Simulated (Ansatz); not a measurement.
Reaction (alkene loss): `CC(C)[O][Zr]([OH])([OH])[Cl]` → `[OH][Zr]([OH])([OH])[Cl]` + `C=CC`

Program: Ansatz. Geometries: PBE0-D4/def2-TZVP. ΔE: electronic, gas phase. CBS: MP2 limit from def2 TZ/QZ plus the TZ coupled-cluster correction, frozen cores. Functionals use def2-TZVPP. HSE06 is defined as in plane-wave codes. Elements past krypton have def2 core potentials. For Zr outer-core shells are correlated without core-valence functions, which leaves a few kJ/mol of doubt a bond. Each species was taken in one conformer, which may not be the lowest.

`CC(C)[O][Zr]([OH])([OH])[Cl]`:

Cartesian coordinates in Å:
```
C -0.891 -0.425 1.757
C -0.154 -1.053 0.591
C 1.215 -1.572 0.982
O -0.017 -0.114 -0.444
Zr 0.178 1.327 -1.665
O -0.522 2.928 -0.879
O -0.740 0.918 -3.299
Cl 2.508 1.600 -2.097
H -1.045 -1.157 2.554
H -1.866 -0.051 1.440
H -0.315 0.411 2.163
H -0.752 -1.886 0.198
H 1.726 -1.999 0.117
H 1.830 -0.759 1.376
H 1.128 -2.344 1.750
H -1.019 3.680 -0.573
H -1.264 0.495 -3.972
```

`[OH][Zr]([OH])([OH])[Cl]`:

Z-matrix (Å, degrees):
```
Zr
O 1 1.912
O 1 1.912 2 110.0
O 1 1.912 2 110.0 3 121.3
Cl 1 2.381 2 109.0 3 -119.4
H 2 0.952 1 165.3 3 -122.7
H 3 0.952 1 165.4 2 -1.8
H 4 0.952 1 165.4 2 -123.0
```

`C=CC`:

```xyz
9

C    -0.722   -1.181    0.052
C    -0.262   -0.055   -0.474
C     0.664    0.893    0.207
H    -0.440   -1.495    1.053
H    -1.395   -1.830   -0.496
H    -0.573    0.218   -1.480
H     1.589    1.018   -0.365
H     0.214    1.887    0.295
H     0.925    0.546    1.209
```

| level | ΔE (eV) |
| --- | --- |
| BLYP | 0.49 |
| HSE06 | 0.89 |

Question: What does CCSD(T)/CBS give? (Best estimate.)

Answer: Computed: +0.87 eV. The listed levels differ from it by -0.38, 0.02 eV.

Largest T1 diagnostic among the species: 0.016.

The D4 term adds +0.19 eV with B3LYP and +0.11 eV with PBE0; it sums over pairs of atoms, weighted by their polarisabilities, and B3LYP, whose exchange is more repulsive, gets the larger term. From BLYP to BHLYP (50 % exact exchange), in def2-TZVPP and without D4, ΔE moves by +0.28 eV. Leaving LDA and LC-ωPBE aside and taking each functional with its dispersion term where it has one, the values, not all of them listed here, spread over 0.28 eV, from BLYP-D4 to PBE-QIDH. LDA lies +0.46 eV from PBE without D4.

B3LYP here is the variant with VWN-RPA as its local correlation; programs differ in this.
